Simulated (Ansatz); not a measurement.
A CCSD(T) single point on CH7NOSSi (`OCN[SiH2]S`).

```yaml
crystal:
  periodic: [false, false, false]
  atoms:
    - {symbol: O, position_ang: [-1.249720, 0.617875, 1.565974]}
    - {symbol: C, position_ang: [0.062146, 0.128933, 1.449973]}
    - {symbol: N, position_ang: [0.214377, -0.924231, 0.482220]}
    - {symbol: Si, position_ang: [0.493529, -0.591970, -1.173042]}
    - {symbol: S, position_ang: [-0.901610, 0.837524, -2.005753]}
    - {symbol: H, position_ang: [-1.511437, 0.950396, 0.698605]}
    - {symbol: H, position_ang: [0.761732, 0.932899, 1.180734]}
    - {symbol: H, position_ang: [0.330897, -0.227147, 2.446706]}
    - {symbol: H, position_ang: [-0.297699, -1.760591, 0.720888]}
    - {symbol: H, position_ang: [1.827281, 0.024132, -1.372212]}
    - {symbol: H, position_ang: [0.348708, -1.874126, -1.899146]}
    - {symbol: H, position_ang: [-0.001306, 1.831108, -2.060947]}
basis:
  gaussian: {orbitals: def2-TZVPP}
correlation: {method: ccsd_t}
```

```sh
$ ansatz run in.yaml --threads 4 --pin off --events-out ev --progress --plain --max-ram 10444MiB
```

Log, shortened:

```
Functional definition: HF
1609 factors; integrals over basis functions are off by at most 1.1e-3 eV
mean field evaluation 1: about -23339.3178 eV, gradient 4.2e1 eV
mean field evaluation 2: about -23339.6318 eV, gradient 4.2e1 eV
mean field evaluation 4: about -23343.6752 eV, gradient 4.0e0 eV
mean field evaluation 8: about -23343.7446 eV, gradient 2.9e-1 eV
mean field -23343.74503888 eV, -857.8668072201 hartree, gradient 3.2e-6 eV, S^2 0.000000; 0 other end points of the search recorded, 0 dependent functions left out
13 core orbitals not correlated: weight in the atoms' cores, before any rotation towards them, 1.000 or more for the frozen orbitals, at most 0.000 for the correlated occupied ones
reference -23343.74503888 eV, -857.8668072201 hartree; 16, 16 occupied and 246, 246 virtual orbitals, 1609 factors
second order -25.26103923 eV of doubles, -0.00000000 eV of singles
cycle   1  -25.88976400 eV  change   -6.3e-1 eV  update   1.0e-1
cycle   2  -26.51693254 eV  change   -6.3e-1 eV  update   3.0e-2
cycle   3  -26.63286199 eV  change   -1.2e-1 eV  update   1.5e-2
cycle   4  -26.62107611 eV  change    1.2e-2 eV  update   3.4e-3
cycle   5  -26.62009573 eV  change    9.8e-4 eV  update   1.8e-3
cycle   6  -26.62053528 eV  change   -4.4e-4 eV  update   5.4e-4
cycle   7  -26.62022580 eV  change    3.1e-4 eV  update   2.3e-4
cycle   8  -26.62016461 eV  change    6.1e-5 eV  update   7.1e-5
cycle   9  -26.62018939 eV  change   -2.5e-5 eV  update   2.6e-5
perturbative correction -1.06486055 eV, -0.0391329034 hartree
Total energy: -23371.43008882 eV, -858.8842140399 hartree
```

Hardware: 4 threads of an Arm Neoverse V2 on a shared host. Wall time 3 min, peak host memory 7.3 GiB.

Correlation energy per correlated electron: -0.865 eV. T1 diagnostic: 0.0113.
